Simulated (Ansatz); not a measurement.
A nudged elastic band was laid between two geometries of CH$_{4}$BNO (8 atoms, charge 0, multiplicity 1).

The calculation used RKS B3LYP-D4/6-31G* (Ansatz).

- movable images: 7
- climbing image: yes
- spring: 5.0 eV/Å²
- optimiser: quadratic models (default)
- start path: IDPP
- force threshold: 0.03 eV/Å
- iteration limit: 53
- end points: relaxed

Image 0:

```xyz
8
Properties=species:S:1:pos:R:3
N -0.878 1.213 -0.284
B -0.092 0.071 -0.190
C 0.769 -0.979 0.484
O 0.381 -0.918 -0.983
H -1.290 1.521 -1.154
H -1.085 1.802 0.508
H 0.353 -1.853 0.986
H 1.842 -0.857 0.634
```

Image 8:

```xyz
8
Properties=species:S:1:pos:R:3
N -0.878 1.213 -0.283
B -0.092 0.071 -0.191
C 0.769 -0.979 0.484
O 0.381 -0.918 -0.984
H -1.085 1.802 0.508
H -1.290 1.522 -1.153
H 0.353 -1.854 0.985
H 1.842 -0.858 0.633
```

Question: What changes between the two ends?

Answer: No bond is made or broken. The dihedral H6–N1–B2–O4 goes from -180 to 0°. The two ends are copies of one structure, up to a mirror image or an exchange of like atoms.

Question: Give the energies along the band, and the barrier.

Answer: The run converged. The highest image is number 4 of 0 to 8, 0.70 eV above the ends, which have the same energy within 2 meV. A vibrational analysis at the climbing image gives one clearly imaginary mode, 441i cm⁻¹: a first-order saddle point.

```tsv
image	path coordinate (Å)	energy (eV)	dihedral H6–N1–B2–O4 (°)
0	0.00	0.00	-180
1	0.42	0.10	-173
2	0.84	0.35	-161
3	1.26	0.60	-143
4	1.68	0.70	-121
5	2.11	0.60	-94
6	2.53	0.35	-62
7	2.95	0.10	-28
8	3.37	0.00	0
```

Question: What is the geometry of the highest image?

Answer: 
```xyz
8
Properties=species:S:1:pos:R:3
N -0.799 1.326 -0.502
B 0.001 0.140 -0.293
C 0.615 -1.051 0.450
O 0.822 -0.623 -1.013
H -1.785 1.148 -0.316
H -0.528 2.075 0.134
H 0.133 -2.027 0.518
H 1.541 -0.987 1.021
```

Question: What are the harmonic wavenumbers there?

Answer: 441i, 346, 379, 655, 702, 808, 839, 1012, 1037, 1087, 1216, 1490, 1621, 1656, 3109, 3183, 3484, 3555 cm⁻¹.

Time of the run: 5.4 min on 1 thread of Intel(R) Xeon(R) Processor @ 2.70GHz (shared host), peak memory 0.14 GiB.
